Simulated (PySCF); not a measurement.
Se(tBu)(SMe), C₅H₁₂SSe, SMILES [Se](C(C)(C)C)SC, GFN2-xTB optimised geometry.

```
19

Se     0.12    -1.85     0.00
C     -0.31     0.15     0.00
C      0.22     0.74    -1.29
C     -1.83     0.24     0.07
C      0.34     0.80     1.21
H      0.03     1.81    -1.32
H     -0.25     0.28    -2.15
H      1.30     0.58    -1.37
H     -2.28    -0.29    -0.77
H     -2.20    -0.21     0.99
H     -2.14     1.28     0.03
H      0.00     0.32     2.13
H      1.42     0.72     1.15
H      0.08     1.85     1.25
S      2.28    -1.85     0.00
C      2.70    -2.11     1.76
H      2.38    -1.27     2.36
H      3.78    -2.21     1.80
H      2.24    -3.03     2.11
```

Density from CAM-B3LYP/def2-SVP (PySCF) at that geometry.

Minimum of the electron density along straight lines between bonded atoms, close to the bond critical point (lines longer than 1.1 times the sum of covalent radii, or with two minima, are not listed):

```csv
bond,length / Å,ρ at the minimum / e bohr⁻³,∇²ρ there / e bohr⁻⁵,position (fraction from the first atom)
Se1–C2,2.051,0.128,-0.13,0.53
C2–C3,1.518,0.252,-0.59,0.51
C2–C4,1.520,0.250,-0.58,0.51
C2–C5,1.518,0.252,-0.59,0.51
C3–H6,1.089,0.275,-1.01,0.63
C3–H7,1.088,0.277,-1.03,0.63
C3–H8,1.089,0.277,-1.04,0.63
C4–H9,1.089,0.277,-1.02,0.63
C4–H10,1.089,0.277,-1.03,0.63
C4–H11,1.089,0.275,-1.01,0.63
C5–H12,1.089,0.277,-1.03,0.63
C5–H13,1.089,0.277,-1.03,0.63
C5–H14,1.089,0.275,-1.01,0.63
Se1–S15,2.160,0.126,-0.05,0.48
S15–C16,1.831,0.177,-0.31,0.54
C16–H17,1.085,0.281,-1.08,0.64
C16–H18,1.085,0.280,-1.07,0.64
C16–H19,1.085,0.281,-1.08,0.64
```
